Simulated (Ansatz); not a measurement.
Cartesian coordinates (Å):
SMILES: B
```xyz
4

B      0.0000     0.0000     0.0000
H     -0.7936    -0.8914     0.0112
H     -0.3751     1.1330     0.0047
H      1.1687    -0.2416    -0.0160
```
Charge 0, multiplicity 1.

Computed with frozen-core CCSD(T)/def2-TZVPP // PBE0-D3(BJ)/def2-TZVP (Ansatz, a first-principles code).

- HF energy: -26.40065 Ha
- MP2 correlation energy: -0.11328 Ha

### Question
Estimate the CCSD correlation energy, the (T) correction, the total energy and the T1 diagnostic.

### Answer

```yaml
CCSD correlation energy: -0.13515 Ha
"(T) correction": -0.00251 Ha
CCSD(T) total energy: -26.53831 Ha
T1 diagnostic: 0.006
```
